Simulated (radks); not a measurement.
Q: Ionisation of the lutetium ion Lu3+, [Xe] 4f14, to [Xe] 4f13 as the strength of local exchange is varied. All-electron calculation, Dirac Kohn-Sham, Slater X-alpha exchange (alpha = 2/3 is LDA exchange), no correlation, spin-unpolarised, spherical densities, finite nucleus; Fermi nuclear charge, rms radius 5.37 fm. Program: a radial shooting solver on a logarithmic mesh with Libxc functionals.

| alpha | E(Lu3+) (hartree) | exchange (hartree) | IE (eV) | -e of the level emptied (eV) | <r> of it (bohr) |
|---|---|---|---|---|---|
| 0.667 | -14561.8287 | -285.4146 | 44.383 | 34.024 (4f7/2) | 0.7252 |
| 0.728 | -14587.9565 | -312.1241 | 46.519 | 35.975 (4f7/2) | 0.7172 |
| 0.766 | -14604.2586 | -328.8138 | 47.876 | 37.218 (4f7/2) | 0.7125 |
| 0.805 | -14621.0101 | -345.9831 | 49.289 | 38.517 (4f7/2) | 0.7077 |
| 0.887 | -14656.2989 | -382.2166 | 52.328 | 41.320 (4f7/2) | 0.6980 |
| 0.984 | -14698.1611 | -425.3116 | 56.038 | 44.760 (4f7/2) | 0.6873 |
| ? | -14667.9384 | -394.1867 | 53.348 | 42.265 (4f7/2) | 0.6950 |

Which alpha was used in the last row?

A: alpha = 0.914. NIST Atomic Spectra Database: 45.25 eV (semi-empirical). The Delta-SCF value meets it near alpha = 0.69. Spin polarisation and multiplet splitting are left out, so open shells lie too high by an amount that depends on their filling.

Beside tabulated values, note that spin-unpolarised runs miss the spin-polarisation part of the exchange energy of open shells.
